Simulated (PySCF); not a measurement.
PySCF job for Al(H)(F)(vinyl) (C₂H₄AlF), SMILES C=[CH][AlH][F], TPSSh-D3(BJ)/def2-SVP. Coordinates come from a TPSSh-D3(BJ)/def2-SVP optimisation. The values are those of a single conformer.

```python
import numpy as np
from pyscf import gto, scf, dft, df
from pyscf.hessian import thermo

mol = gto.M(
    atom='''
    Al   -0.41182721   -0.58277016    0.00000000
    H    -1.98887390   -0.61626848    0.00000000
    F     0.39518333   -2.04863901    0.00000000
    C     0.57998235    1.08158350    0.00000000
    C    -0.09637474    2.24824458    0.00000000
    H     1.67737022    1.13932076    0.00000000
    H     0.40096850    3.22691319    0.00000000
    H    -1.19400682    2.28482915    0.00000000
    ''',
    basis='def2-SVP',
    charge=0,
    spin=0,
    max_memory=1600,
    verbose=3,
)
mf = dft.RKS(mol, xc='tpssh').density_fit(auxbasis='def2-universal-jkfit')
mf.disp = 'd3bj'
mf.grids.level = 4
mf.conv_tol = 1e-11
mf.max_cycle = 100
mf.kernel()

# [left out here: the lines that compute and print the analytic Hessian (its translational invariance restored by hand, since the grid's response is missing), thermochemistry and intensities]
```

Output:

```
converged SCF energy = -420.744256512161

WARN: MGGA Hessian is sensitive to dft grids. grids.level 4 may not be dense enough.


WARN: DFTD3 does not support analytical Hessian, using finite difference


WARN: Mole.unit (angstrom) is changed to Bohr

Mode                                 0                   1                   2
Irrep
Freq [cm^-1]                       83.6017            131.6734            281.5277
Reduced mass [au]                   3.6058              3.5972              5.4661
Force const [Dyne/A]                0.0148              0.0367              0.2553
Char temp [K]                     120.2843            189.4487            405.0557
Normal mode                   x     y     z       x     y     z       x     y     z
       0  Al                -0.00 -0.00 -0.08   -0.09 -0.04  0.00    0.06 -0.04  0.00
       1   H                -0.00 -0.00 -0.11   -0.08 -0.21  0.00    0.06 -0.12  0.00
       2   F                 0.00  0.00  0.10    0.10  0.06 -0.00   -0.04 -0.11 -0.00
       3   C                -0.00 -0.00 -0.13   -0.08 -0.04  0.00   -0.08  0.09  0.00
       4   C                 0.00  0.00  0.13    0.10  0.06 -0.00    0.01  0.15 -0.00
       5   H                -0.00 -0.00 -0.29   -0.07 -0.18  0.00   -0.08  0.07  0.00
       6   H                 0.00 -0.00  0.18    0.27 -0.02 -0.00    0.12  0.09 -0.00
       7   H                 0.00  0.00  0.31    0.11  0.25 -0.00    0.02  0.27 -0.00
Mode                                 3                   4                   5
Irrep
Freq [cm^-1]                      407.9365            534.9259            646.7331
Reduced mass [au]                   1.1073              1.5360              4.3346
Force const [Dyne/A]                0.1086              0.2590              1.0682
Char temp [K]                     586.9298            769.6393            930.5049
Normal mode                   x     y     z       x     y     z       x     y     z
       0  Al                -0.00  0.00  0.02   -0.00 -0.00 -0.08    0.09  0.05 -0.00
       1   H                -0.00  0.00 -0.53   -0.00  0.00  0.70    0.09  0.06  0.00
       2   F                 0.00  0.00 -0.01    0.00  0.00  0.03   -0.03  0.04  0.00
       3   C                -0.00 -0.00  0.08    0.00  0.00  0.11   -0.15 -0.12  0.00
       4   C                 0.00 -0.00 -0.02   -0.00 -0.00 -0.02   -0.01 -0.05  0.00
       5   H                -0.00 -0.00 -0.39    0.00  0.00 -0.14   -0.15 -0.19 -0.00
       6   H                 0.00 -0.00 -0.53   -0.00  0.00 -0.30    0.22 -0.17 -0.00
       7   H                 0.00  0.00  0.42   -0.00 -0.00  0.19    0.00  0.17  0.00
Mode                                 6                   7                   8
Irrep
Freq [cm^-1]                      675.1723            861.4704            993.0090
Reduced mass [au]                   1.1169             13.4952              1.1431
Force const [Dyne/A]                0.3000              5.9008              0.6641
Char temp [K]                     971.4226           1239.4642           1428.7188
Normal mode                   x     y     z       x     y     z       x     y     z
       0  Al                 0.02  0.02 -0.00   -0.04  0.13 -0.00   -0.02  0.00 -0.00
       1   H                 0.04 -0.94 -0.00   -0.04 -0.12  0.00   -0.01 -0.07  0.00
       2   F                -0.05  0.03  0.00    0.07 -0.14  0.00    0.01 -0.00  0.00
       3   C                 0.03  0.01 -0.00   -0.02 -0.02  0.00    0.05  0.01  0.00
       4   C                 0.00 -0.02  0.00   -0.00 -0.02 -0.00   -0.06 -0.06 -0.00
       5   H                 0.03 -0.04 -0.00   -0.02 -0.11 -0.00    0.02  0.61 -0.00
       6   H                -0.06  0.01 -0.00    0.01 -0.03  0.00    0.43 -0.31  0.00
       7   H                 0.00 -0.07  0.00   -0.00 -0.00  0.00   -0.03  0.45  0.00
Mode                                 9                  10                  11
Irrep
Freq [cm^-1]                     1005.0537           1062.4109           1274.6796
Reduced mass [au]                   1.3527              1.0775              1.3783
Force const [Dyne/A]                0.8051              0.7165              1.3195
Char temp [K]                    1446.0485           1528.5727           1833.9802
Normal mode                   x     y     z       x     y     z       x     y     z
       0  Al                 0.00 -0.00  0.00    0.00 -0.00 -0.00   -0.00  0.01 -0.00
       1   H                 0.00  0.00 -0.01    0.00  0.00  0.02    0.01 -0.02  0.00
       2   F                -0.00  0.00 -0.00   -0.00 -0.00  0.00    0.00 -0.00  0.00
       3   C                -0.00  0.00  0.05    0.00  0.00 -0.08   -0.09 -0.06  0.00
       4   C                 0.00  0.00 -0.14   -0.00  0.00  0.00    0.11  0.00 -0.00
       5   H                -0.00 -0.00 -0.05    0.00 -0.00  0.75   -0.14  0.70  0.00
       6   H                -0.00  0.00  0.63   -0.00  0.00 -0.32   -0.18  0.14 -0.00
       7   H                 0.00 -0.00  0.56   -0.00 -0.00  0.50    0.10 -0.36  0.00
Mode                                12                  13                  14
Irrep
Freq [cm^-1]                     1428.4683           1637.8969           1990.0493
Reduced mass [au]                   1.3094              3.3540              1.0442
Force const [Dyne/A]                1.5743              5.3014              2.4365
Char temp [K]                    2055.2478           2356.5690           2863.2378
Normal mode                   x     y     z       x     y     z       x     y     z
       0  Al                 0.00  0.01 -0.00   -0.00  0.00 -0.00    0.04  0.00 -0.00
       1   H                 0.02 -0.00  0.00    0.01 -0.02  0.00   -0.98 -0.02  0.00
       2   F                 0.00 -0.00 -0.00    0.00  0.00 -0.00   -0.00  0.00  0.00
       3   C                 0.05 -0.13  0.00    0.06 -0.15  0.00    0.00 -0.00  0.00
       4   C                -0.01  0.04 -0.00   -0.09  0.17 -0.00    0.00  0.00  0.00
       5   H                 0.04  0.09 -0.00    0.07  0.07 -0.00   -0.00  0.02  0.00
       6   H                -0.52  0.33 -0.00    0.32 -0.03  0.00   -0.01  0.00 -0.00
       7   H                -0.02  0.59 -0.00   -0.12 -0.33  0.00    0.00  0.00 -0.00
Mode                                15                  16                  17
Irrep
Freq [cm^-1]                     3095.4349           3124.8001           3180.4850
Reduced mass [au]                   1.0580              1.0907              1.1158
Force const [Dyne/A]                5.9726              6.2751              6.6503
Char temp [K]                    4453.6416           4495.8916           4576.0098
Normal mode                   x     y     z       x     y     z       x     y     z
       0  Al                -0.00  0.00  0.00   -0.00 -0.00  0.00   -0.00  0.00 -0.00
       1   H                 0.00  0.00 -0.00    0.00  0.00  0.00    0.00  0.00  0.00
       2   F                 0.00  0.00 -0.00   -0.00  0.00 -0.00    0.00 -0.00  0.00
       3   C                -0.01 -0.01  0.00    0.08 -0.00 -0.00   -0.01 -0.00 -0.00
       4   C                -0.03  0.05 -0.00   -0.02  0.01 -0.00   -0.08 -0.05  0.00
       5   H                 0.18  0.01  0.00   -0.92 -0.05  0.00    0.16  0.01 -0.00
       6   H                -0.32 -0.58 -0.00   -0.00 -0.00 -0.00    0.31  0.61  0.00
       7   H                 0.68 -0.01 -0.00    0.23 -0.01 -0.00    0.62 -0.03 -0.00
temperature 298.1500 [K]
pressure 101325.00 [Pa]
Rotational constants [GHz] 25.17717 2.80538 2.52412
Symmetry number 1
Zero-point energy (ZPE) 0.05107 [Eh]   134073.440 [J/mol]
                           tot       elec      trans        rot        vib
Entropy [J/mol/K]       312.863      0.000    162.431    104.614     45.818
Cv [J/mol/K]             75.019      0.000     12.472     12.472     50.076
Cp [J/mol/K]             83.334      0.000     20.786     12.472     50.076
Internal energy [J/mol]                      3718.434   3718.434 141514.091
Internal energy [Eh]   -420.68752  -420.74426
Enthalpy [J/mol]                             6197.391   3718.434 141514.091
Enthalpy [Eh]          -420.68658
Gibbs free energy [J/mol]                  -42231.265 -27472.146 127853.365
Gibbs free energy [Eh] -420.72211
mode   freq/cm-1   IR/(km/mol)
   1       83.60         1.384
   2      131.67         4.710
   3      281.53        13.397
   4      407.94         4.421
   5      534.93       201.134
   6      646.73        51.182
   7      675.17       137.412
   8      861.47       168.895
   9      993.01        15.521
  10     1005.05        30.456
  11     1062.41        11.331
  12     1274.68         4.022
  13     1428.47        21.340
  14     1637.90        20.277
  15     1990.05       164.495
  16     3095.43        21.956
  17     3124.80         5.246
  18     3180.48        15.236
max |gradient| / (hartree/bohr): 7.397496780802522e-05
APT charges: [ 1.418  -0.3693 -0.6418 -0.4909  0.0364  0.0061  0.0279  0.0136]
```

Self-consistency was reached.
